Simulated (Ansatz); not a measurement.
Ansatz (a quantum-chemistry and plane-wave program) input file for In(OH)2(OSiH3) (H5InO3Si), SMILES [OH][In]([OH])[O][SiH3], PBE/def2-SVPD. The structure is a stationary point at PBE0-D3(BJ)/def2-SVP. The structure was generated by enumeration; whether it is a known compound was not checked. The def2 effective core potentials stand for the cores of In; spin–orbit coupling is left out. Other conformers were not sampled.

Ansatz 0.2 input:
```yaml
crystal:
  periodic: [false, false, false]
  atoms:
    - {symbol: In, position_ang: [0.00319382, -0.62059500, -0.00000000]}
    - {symbol: O, position_ang: [1.37888551, -2.05239965, 0.00000000]}
    - {symbol: H, position_ang: [0.98770044, -2.93368416, 0.00000000]}
    - {symbol: O, position_ang: [-1.97676274, -0.82990930, 0.00000000]}
    - {symbol: H, position_ang: [-2.25526469, -1.75294682, -0.00000001]}
    - {symbol: O, position_ang: [0.69298631, 1.23047696, -0.00000000]}
    - {symbol: Si, position_ang: [0.05457775, 2.75473970, 0.00000000]}
    - {symbol: H, position_ang: [-0.79421255, 3.00037513, 1.21033729]}
    - {symbol: H, position_ang: [1.17453088, 3.74333562, -0.00000000]}
    - {symbol: H, position_ang: [-0.79421254, 3.00037514, -1.21033729]}
basis:
  gaussian:
    orbitals: def2-SVPD
hamiltonian:
  xc: {name: PBE}
```

Log of the run:

```
Functional definition: PBE
integrals: 0.11 GiB planned
1456 factors; their error is unknown
mean field: 0.66 GiB planned
mean field evaluation 1: about -19235.4160 eV, gradient 1.1e2 eV
mean field evaluation 2: about -19059.6976 eV, gradient 2.8e2 eV
mean field evaluation 4: about -19253.6751 eV, gradient 4.9e1 eV
mean field evaluation 8: about -19258.4680 eV, gradient 2.4e-1 eV
mean field evaluation 16: about -19258.4275 eV, gradient 2.2e-4 eV
mean field -19258.42753875 eV, -707.7341582182 hartree, gradient 3.5e-5 eV, S^2 0.000000; 0 other end points of the search recorded, 0 dependent functions left out
reference -19258.42759996 eV, -707.7341604675 hartree; 32, 32 occupied and 133, 133 virtual orbitals, 1456 factors
Total energy: -19258.42759996 eV, -707.7341604675 hartree
```

The calculation finished and met its thresholds.

Cost: around 7 core-seconds (rough).
